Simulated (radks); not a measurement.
Pt31+, configuration [Kr] 4d10 4f1. Method: Dirac Kohn-Sham, exchange-only PBE, spin-unpolarised, spherical densities, finite nucleus; open shells fill j = l - 1/2 first; Fermi nuclear charge, rms radius 5.427 fm; computed with a radial shooting solver on a logarithmic mesh with Libxc functionals. Some entries of the table are withheld. Estimate them.

| orbital | occ. | eigenvalue (hartree) | r(max) (bohr) |
|---|---|---|---|
| 1s1/2 | 2 | -2918.198 | 0.01062 |
| 2s1/2 | 2 | -546.9166 | 0.06145 |
| 2p1/2 | 2 | -525.9961 | 0.04533 |
| 2p3/2 | 4 | -462.5069 | 0.05260 |
| 3s1/2 | 2 | -160.6070 | 0.1727 |
| 3p1/2 | 2 | -151.2581 | (1) |
| 3p3/2 | 4 | -137.1786 | (2) |
| 3d3/2 | 4 | -121.6265 | 0.1373 |
| 3d5/2 | 6 | -118.5973 | 0.1413 |
| 4s1/2 | 2 | (3) | 0.3790 |
| 4p1/2 | 2 | -59.80970 | 0.3756 |
| 4p3/2 | 4 | -55.83980 | 0.4017 |
| 4d3/2 | 4 | -49.26662 | 0.3885 |
| 4d5/2 | 6 | -48.45443 | 0.3959 |
| 4f5/2 | 1 | -40.39636 | (4) |
| 4f7/2 | 0 | -40.18086 | (5) |

Answer. 
(1) 3p1/2 r(max) (bohr): 0.1613
(2) 3p3/2 r(max) (bohr): 0.1760
(3) 4s1/2 eigenvalue (hartree): -63.83453
(4) 4f5/2 r(max) (bohr): 0.3341
(5) 4f7/2 r(max) (bohr): 0.3370
